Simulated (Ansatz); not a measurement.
Born–Oppenheimer molecular dynamics of CH8MgOSi (12 atoms, charge 0, multiplicity 1). It starts at the highest image of a converged band. Of that band: A vibrational analysis at the climbing image gives one clearly imaginary mode, 1251i cm⁻¹, and a faint second one (39i cm⁻¹) that may be numerical noise or a soft torsion: probably a first-order saddle point.

All numbers below come from Ansatz, RKS CAM-B3LYP/6-31G*.

* ensemble: NVE (velocity Verlet)
* time step: 0.5 fs
* steps asked: 200
* starting velocities drawn for: 300 K
* seed: 10799

First frame:

```xyz
12
Properties=species:S:1:pos:R:3
Mg -0.299 -0.326 -0.680
Si 1.340 1.043 1.330
C -1.843 -1.694 -0.482
H 1.145 1.044 -0.508
O 0.855 0.797 -1.708
H 0.220 1.529 2.194
H 2.406 2.079 1.445
H 1.877 -0.165 2.026
H -1.809 -2.231 0.471
H -1.814 -2.447 -1.278
H -2.824 -1.207 -0.539
H 0.746 1.576 -2.271
```

(1) How far do the bonds stretch over the last three quarters of this one trajectory? (Pairs bonded in most of those frames.)

Answers

(1) 
```
  bond  mean (Å)  spread (Å)  shortest  longest
Mg1–C3     2.082       0.021      2.06     2.12
Mg1–O5     1.815       0.022      1.79     1.86
Si2–H4     1.512       0.104      1.35     1.66
Si2–H6     1.499       0.011      1.48     1.52
Si2–H7     1.484       0.011      1.46     1.51
Si2–H8     1.488       0.013      1.46     1.52
 C3–H9     1.101       0.041      1.04     1.16
C3–H10     1.103       0.032      1.05     1.15
C3–H11     1.097       0.012      1.07     1.12
O5–H12     0.964       0.006      0.95     0.97
```

Mean temperature of the second half: 837 K. The conserved energy stayed within 0.27 meV per atom of its start (net change 0.026 meV per atom), so the integration is sound. The system heated up, since it started high on the potential surface and ran downhill. A run of 0.1 ps of so small a system gives no equilibrium averages. The orbitals stay closed-shell, which can raise the energy where a bond breaks towards radicals; this wasn't checked here.

The run took 7.9 min on 2 threads of Arm Neoverse V2 (shared host), peak memory 0.2 GiB.
